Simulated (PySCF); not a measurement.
Al₂ (SMILES [Al][Al]), triplet, at a GFN2-xTB geometry (such geometries of metal compounds can be far from the true shape), with bond 1-2 at 1.3 times its length.

PySCF was given this input:
```python
from pyscf import gto, scf

mol = gto.Mole()
mol.atom = '''
    Al    0.000000    0.000000   -2.004528
    Al    0.000000    0.000000    1.252830
'''
mol.basis = '6-31g**'
mol.charge = 0
mol.spin = 2
mol.verbose = 4
mol.build()

mf = scf.UHF(mol)
mf.kernel()
```

Task: What does this run give for the Mulliken (on the basis functions themselves) charges in atom order, <S^2>, HOMO energy, number of basis functions, total energy, nuclear repulsion energy?

Result: 
The Mulliken (on the basis functions themselves) charges in atom order comes out as Al1 0.00, Al2 0.00, the <S^2> comes out as 2.037 and the HOMO energy is -5.12 eV. The number of basis functions comes out as 36. The total energy comes out as -483.7290 Eh. The nuclear repulsion energy is 27.4551 Eh.

These values belong to the state on which the SCF converged, which isn't shown to be the lowest.
